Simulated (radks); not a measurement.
Valence configurations of Hg II (all share [Xe]). All-electron calculation, scalar-relativistic Kohn-Sham, r2SCAN, spin-polarised, spherical densities, finite nucleus; open shells are filled with parallel spins first (spin-orbit coupling, left out, can overturn this in heavy ions); meta-GGA in the generalised Kohn-Sham scheme; Fermi nuclear charge, rms radius 5.4648 fm. Program: a radial shooting solver on a logarithmic mesh with Libxc functionals. Energies are relative to 4f14 5d10 6s1; eigenvalues in eV for spin up.

valence                E (eV)  moment (Bohr magnetons)    e(4f)    e(5d)    e(6p)    e(6s)
4f14 5d10 6s1           0.000                        1  -105.97  -19.359        -  -15.405
4f14 5d9.5 6s1.5        2.632                        1  -107.99  -20.845        -  -15.880
4f14 5d10 6s0.5 6p0.5   3.910                        1  -106.92  -20.203   -8.067  -15.769
4f14 5d9 6s2            5.356                        1  -110.03  -22.341        -  -16.315
4f14 5d10 6p1           7.731                        1  -107.86  -21.017   -8.592        -
4f14 5d9 6s1 6p1       12.209                        3  -111.71  -24.122   -9.742  -18.428
4f13.5 5d10 6s1 6p0.5  51.068                        2  -115.27  -22.312   -8.664  -16.973
4f13.5 5d10 6p1.5      59.217                        2  -117.11  -23.923   -9.636        -
4f13 5d9 6s2 6p1       114.89                        3  -129.19  -28.553  -10.196  -19.405
4f12 5d10 6s2 6p1      219.75                        3  -142.72  -29.869  -10.235  -19.486

NIST lists [Xe] 4f14 5d10 6s1 as the ground configuration; this level of theory agrees among the configurations tried. The energies are those of spherical high-spin densities, not of single terms.
